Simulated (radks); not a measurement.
Results of a calculation; reference values are marked as such.
Excited configurations of the scandium ion Sc+: one electron is placed in a higher orbital outside [Ar] 3d1. The ground configuration is [Ar] 3d1 4s1. Code: a radial shooting solver on a logarithmic mesh with Libxc functionals. Model: non-relativistic Kohn-Sham, PBE, spin-polarised, spherical densities, point nucleus; open shells are filled with parallel spins first. Excitation = E - E(ground); binding = E(ion) - E, where the ion is the core of charge +2; n* = 2/sqrt(2 binding) in atomic units, and the quantum defect is n - n*.

| outer orbital | excitation (eV) | binding (eV) | n* | quantum defect | eigenvalue (eV) | <r> (bohr) |
|---|---|---|---|---|---|---|
| 4p | 3.458 | 9.615 | 2.379 | 1.621 | -7.270 | 4.032 |
| 4d | 7.512 | 5.561 | 3.128 | 0.872 | -4.137 | 6.161 |
| 4f | 9.467 | 3.606 | 3.885 | 0.115 | -2.611 | 8.567 |
| 5p | 8.086 | 4.987 | 3.304 | 1.696 | -3.933 | 8.204 |
| 5d | 9.687 | 3.386 | 4.009 | 0.991 | -2.622 | 11.32 |
| 6s | 9.517 | 3.556 | 3.912 | 2.088 | -2.888 | 12.09 |
| 6p | 10.019 | 3.054 | 4.221 | 1.779 | -2.470 | 13.68 |
| 6d | 10.800 | 2.273 | 4.893 | 1.107 | -1.819 | 17.71 |
| 6f | 11.324 | 1.749 | 5.578 | 0.422 | -1.385 | 21.98 |
| 7s | 10.730 | 2.343 | 4.819 | 2.181 | -1.919 | 18.51 |
| 7p | 11.005 | 2.068 | 5.130 | 1.870 | -1.697 | 20.55 |
| 7d | 11.445 | 1.628 | 5.783 | 1.217 | -1.329 | 25.48 |

The Delta-SCF ionisation energy is 13.073 eV (NIST Atomic Spectra Database: 12.800 eV, measured). Self-interaction in the functional shifts the binding energies and quantum defects, so they are the method's values and not measured ones. Open shells are spherical and high-spin; term and fine-structure splittings are not resolved.
